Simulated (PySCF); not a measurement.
Si(F)(Br)(Me)(NH2) (CH5BrFNSi), SMILES F[Si](Br)(C)N. Atoms are numbered in the order given.

```xyz
10

C      1.9522     0.7441     0.9313
Si     0.2962    -0.0898     0.7657
N     -0.8680     0.5720     1.8434
F      0.5354    -1.7045     0.9731
Br    -0.5429     0.1246    -1.2977
H      1.8723     1.8223     0.6929
H      2.6870     0.2808     0.2443
H      2.3377     0.6381     1.9666
H     -0.6391     0.6640     2.8365
H     -1.8598     0.3638     1.7080
```

Geometry: PBE-D3(BJ)/def2-SVP. This is a generated structure with no PubChem entry under its InChIKey; it may be hypothetical. Other conformers were not sampled.

Vertical ionisation energy (IE) and electron affinity (EA) in eV. Rows of orbital energies are one-electron estimates. Where ΔSCF, EOM or ADC give a negative EA the extra electron is unbound and the value depends on the basis.

```tsv
level	IE	EA
−ε(HOMO), −ε(LUMO), CAM-B3LYP/def2-TZVP (PySCF)	9.51	-1.27
−ε(HOMO), −ε(LUMO), PBE/def2-TZVP (PySCF)	6.62	0.41
```
